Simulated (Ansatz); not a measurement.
`[SiH3]NB[SeH]`, relaxed with RKS PBE-D4/def2-SVP in Ansatz from a rough embedded geometry. The force threshold is 0.03 eV/Å; the program also tests the step.

Total charge 0; spin multiplicity 1.

Start:

```xyz
10

Si   -0.620   -1.225    0.392
N     0.923   -0.500    0.138
B     0.712    0.623   -0.886
Se    1.085    2.566   -0.272
H    -1.643   -0.228    0.873
H    -1.169   -1.845   -0.855
H    -0.542   -2.316    1.421
H     1.215   -0.060    1.092
H     0.460    0.336   -1.977
H    -0.420    2.649    0.073
```

| step | energy (eV) | largest force (eV/Å) | largest move (Å) |
| --- | --- | --- | --- |
| 1 | -75462.9582 | 3.052 | 0.000 |
| 2 | -75463.3874 | 1.881 | 0.194 |
| 3 | -75463.5887 | 0.826 | 0.168 |
| 4 | -75463.7020 | 0.717 | 0.188 |
| 5 | -75463.7854 | 0.391 | 0.195 |
| 6 | -75463.8523 | 0.227 | 0.200 |
| 7 | -75463.8945 | 0.231 | 0.200 |
| 8 | -75463.9219 | 0.495 | 0.200 |
| 9 | -75463.9883 | 0.703 | 0.195 |
| 10 | -75464.0669 | 0.893 | 0.192 |
| 11 | -75464.1563 | 0.728 | 0.200 |
| 12 | -75464.2561 | 0.287 | 0.200 |
| 13 | -75464.2761 | 0.093 | 0.200 |
| 14 | -75464.2773 | 0.084 | 0.056 |
| 15 | -75464.2786 | 0.032 | 0.020 |
| 16 | -75464.2789 | 0.049 | 0.021 |
| 17 | -75464.2791 | 0.005 | 0.017 |
| 18 | -75464.2793 | 0.028 | 0.033 |

End:

```xyz
10

Si   -0.732   -1.452    0.430
N     0.019    0.150    0.312
B     0.473    0.770   -0.875
Se    1.315    2.531   -0.981
H    -2.074   -1.347    1.105
H    -0.885   -1.981   -0.963
H     0.122   -2.383    1.251
H     0.140    0.658    1.195
H     0.359    0.210   -1.948
H     1.262    2.844    0.474
```

Hardware: 4 threads of an Arm Neoverse V1 on a shared host. Wall time 33 s, peak host memory 0.16 GiB.
